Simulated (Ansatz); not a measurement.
H4GeO4, charge -1, doublet, geometry from GFN2-xTB (a state made from the parent by changing its charge; the spin is typed, not shown lowest) (a gas-phase anion, which may not be bound at this level); Ansatz (an electronic-structure program) with B3LYP5/6-31G*.

The Ansatz input:
Ansatz 0.2 input:
```yaml
crystal:
  periodic: [false, false, false]
  atoms:
    - {symbol: O, position_ang: [0.48967851, 1.35799753, -0.98453359]}
    - {symbol: Ge, position_ang: [0.09061734, -0.24082060, -0.04391532]}
    - {symbol: O, position_ang: [-1.12653518, 0.33448439, 1.29316952]}
    - {symbol: O, position_ang: [-1.42526134, -0.85147881, -1.34349784]}
    - {symbol: O, position_ang: [1.78408963, -0.10212726, 1.16960110]}
    - {symbol: H, position_ang: [-0.20776662, 1.41946446, -1.63101439]}
    - {symbol: H, position_ang: [-0.56105738, 0.62372796, 2.00360483]}
    - {symbol: H, position_ang: [-2.17725180, -0.82672429, -0.75779832]}
    - {symbol: H, position_ang: [2.27054805, 0.57878436, 0.71258474]}
basis:
  gaussian:
    orbitals: 6-31G*
hamiltonian:
  xc: b3lyp5
total_charge: -1
magnetization: {spin_polarized: true, initial_magnetization: 1}
```

The log (banner, timings and long lists left out):

```
Functional definition: B3LYP5
940 factors; integrals over basis functions are off by at most 4.1e-4 eV
mean field evaluation 1: about -64751.1474 eV, gradient 4.7e1 eV
mean field evaluation 2: about -64732.0162 eV, gradient 8.7e1 eV
mean field evaluation 4: about -64758.8049 eV, gradient 5.1e0 eV
mean field evaluation 8: about -64759.0278 eV, gradient 2.9e-1 eV
mean field evaluation 16: about -64759.0282 eV, gradient 1.4e-3 eV
mean field -64759.02816263 eV, -2379.8503897309 hartree, gradient 3.6e-5 eV, S^2 0.755053; 0 other end points of the search recorded, 0 dependent functions left out
reference -64759.02838920 eV, -2379.8503980573 hartree; 35, 34 occupied and 68, 69 virtual orbitals, 940 factors
Total energy: -64759.02838920 eV, -2379.8503980573 hartree
```
